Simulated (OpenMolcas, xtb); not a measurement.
# How methods differ on GaHSF (SMILES [F][Ga][SH])

GaHSF: 4 atoms, total charge 0, spin state doublet. As SMILES, `[F][Ga][SH]`. Geometry: a GFN2-xTB relaxation, a rough one for these elements and not checked as a minimum.

| atom | x (Å) | y (Å) | z (Å) |
| --- | --- | --- | --- |
| F | 0.2935 | -0.2388 | 1.8159 |
| Ga | -0.9990 | 0.3976 | 0.7284 |
| S | -0.2088 | 0.1754 | -1.5202 |
| H | 0.9143 | -0.3342 | -1.0242 |

Each level gives the dipole moment (D). The values are calculated.

```tsv
level	kind	program	value (D)	CPU time
GFN2-xTB	semi-empirical	xtb	1.89	under 2 s
GFN0-xTB	semi-empirical	xtb	5.36	under 2 s
GFN1-xTB	semi-empirical	xtb	2.58	under 2 s
UHF/ANO-RCC-MB (DKH2)	Hartree–Fock	OpenMolcas	2.52	7.3 s
UHF/STO-3G	Hartree–Fock	OpenMolcas	1.59	9.1 s
UHF/3-21G	Hartree–Fock	OpenMolcas	2.89	2.9 s
UHF/def2-SVP	Hartree–Fock	OpenMolcas	2.21	6.2 s
UHF/6-31G* (Cartesian functions)	Hartree–Fock	OpenMolcas	2.23	6.8 s
UHF/aug-cc-pVDZ	Hartree–Fock	OpenMolcas	2.33	16 s
UHF/pcseg-2	Hartree–Fock	OpenMolcas	2.32	36 s
```

All-electron rows without a relativistic Hamiltonian named are non-relativistic. The values span 1.59 to 5.36 D. Sets without polarisation functions give poor dipoles. Without the sets that lack polarisation functions the rows with a basis span only 2.21 to 2.33 D. CPU times are rough (shared hosts, several kinds of processor): they show what a rung costs within a factor of a few.
